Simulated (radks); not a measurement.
Charge is removed step by step from the 5p down level of Lu3+, starting from [Kr] 4d10 4f14 5s2 5p(up 3, down 3). Method: non-relativistic Kohn-Sham, LDA (Slater exchange, Perdew-Wang correlation), spin-polarised, spherical densities, point nucleus; relativity is left out, which matters for an element this heavy; computed with a radial shooting solver on a logarithmic mesh with Libxc functionals.

removed (e)  E - E(0) (eV)  eigenvalue (eV)  E minus straight line (eV)
0                    0.000          -56.092                       0.000
0.125                7.123          -57.876                      -0.790
0.25                14.469          -59.670                      -1.357
0.375               22.041          -61.472                      -1.699
0.5                 29.838          -63.284                      -1.816
0.625               37.862          -65.104                      -1.705
0.75                46.114          -66.932                      -1.366
0.875               54.595          -68.769                      -0.798
1                   63.307          -70.613                       0.000

Removing the whole electron costs 63.307 eV by Delta-SCF, against 56.092 eV from minus the eigenvalue at the starting occupation. Slater's transition state (half an electron removed) gives 63.284 eV. Integrating minus the eigenvalue over the occupation (Janak's theorem) gives 63.307 eV. The mean slope of the eigenvalue, de/dn, is 14.5 eV per electron.
